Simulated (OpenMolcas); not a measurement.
An atom or ion with 48 electrons was computed by SS-RASPT2, IPEA 0.25 Eh, imaginary shift 0.1 Eh with spin-orbit coupling (OpenMolcas, ANO-RCC-VTZP, DKH2). The lowest levels that the run gave, each within 12 % of the measured value where one is at hand:

| J | Parity | E (cm-1) | g |
| --- | --- | --- | --- |
| 0 | even | 0.0 |  |
| 0 | odd | 65100 |  |
| 1 | odd | 67160 | 1.495 |
| 2 | odd | 72340 | 1.501 |
| 1 | odd | 95060 | 1.006 |
| 0 | even | 153520 |  |

Task: Which ion is it, and what are the configurations and terms?

Result: Sb³⁺ (Z = 51, charge +3; active space 2 electrons in 9 orbitals (RAS2 5s 5p; RAS3 5d, at most 2 electrons)). J, parity and g give the terms where levels are pure, and mixed ones are named by the computed weights; the size of the splittings, set against known spectra of the 48-electron sequence, gives the charge. In order, with the measured energies in cm-1 (Moore, Atomic Energy Levels, vol. III, NSRDS-NBS 35 (1971 reprint of NBS Circular 467, 1958)): 5s2 1S0, 5s 5p 3P* 0, 5s 5p 3P* 1 (66700), 5s 5p 3P* 2 (72560), 5s 5p 1P* 1 (95952), 5p2 3P0 (152076).

Active for correlation alone: 5d; no level in the range computed is led by a configuration that fills it, so any true level of that kind is missing. Measured partners are found by configuration, term and J. A level has none where our copy of the source lacks it or the pairing is in doubt (some pairs that miss far off the trend of their configuration count as doubtful), and it then counts in no deviation. Only configurations of the active space appear.

* marks odd parity.
